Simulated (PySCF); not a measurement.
Computed shifts of a molecule C₄H₆ClF, PySCF with KT2/pcSseg-1, GIAO, gas phase, atoms alike by connectivity averaged where their shifts nearly agree, in ppm (number of nuclei): ¹³C: 148.5 (1), 133.9 (1), 30.1 (1), 16.7 (1). ¹⁹F: -153.3 (1). ¹H: 7.27 (1), 3.26 (1), 2.18 (1), 1.43 (3). References: ¹³C against TMS (σ = 185.1 ppm); ³⁵Cl against HCl (σ = 945.4 ppm); ¹⁹F against CFCl3 (σ = 127.1 ppm); ¹H against TMS (σ = 31.47 ppm), references at their B3LYP-D3(BJ)/def2-TZVP geometries, non-relativistic (without spin–orbit terms, shifts of atoms bonded to Cl or Br come out too high). Geometry optimised at r2SCAN-D4/def2-SVP. The values are those of a single conformer.

Which molecule gave these data?
(A) CC/C(Cl)=C\F
(B) F[C@@H]1C[C@@H]1CCl
(C) F[C@@H]1CC[C@H]1Cl
(D) F[C@H](Cl)C1CC1

A, CC/C(Cl)=C\F
